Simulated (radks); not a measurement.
Ca XII, 9 electrons, occupied as [He] 2s2 2p5 (the NIST ground configuration).

All-electron calculation, scalar-relativistic Kohn-Sham, LB94 model potential, spin-polarised, spherical densities, finite nucleus; open shells are filled with parallel spins first; Fermi nuclear charge, rms radius 3.4776 fm. Program: a radial shooting solver on a logarithmic mesh with Libxc functionals.

Energy parts (hartree):
| part | energy |
|---|---|
| kinetic | 627.76686 |
| electron-nucleus | -1369.52484 |
| Hartree | 147.84192 |
(The LB94 potential has no energy functional, so no total or exchange-correlation energy is given.)

Orbitals (lengths in bohr, moments of r in powers of bohr; r(max) is where P^2 peaks):
orbital,occ.,eigenvalue (hartree),r(max)
1s up,1,-159.6757,0.05026
1s down,1,-159.7148,0.05027
2s up,1,-26.77478,0.2948
2s down,1,-26.59303,0.2951
2p up,3,-24.09532,0.2389
2p down,2,-23.91656,0.2389

The highest occupied level is 2p down at -650.80 eV. Summed over all electrons, <r^2> = 0.9086 bohr^2, which gives a Langevin (diamagnetic) susceptibility term of -0.72 x 10^-6 cm^3/mol. The density falls to 0.001 e/bohr^3 at r = 1.13 bohr. Spin moment in Bohr magnetons: 1. The spin density at the nucleus is 0.657 e/bohr^3 (1s -0.691, 2s 1.348). For comparison, the ionisation energy in NIST's Atomic Spectra Database is 658 eV (semi-empirical). In exact Kohn-Sham theory the highest level is minus the ionisation energy, but local and semilocal functionals leave it too shallow, through self-interaction and a potential that decays too fast; potentials with the right tail come closer. The electron density at the nucleus is 6166 e/bohr^3 (large components only).
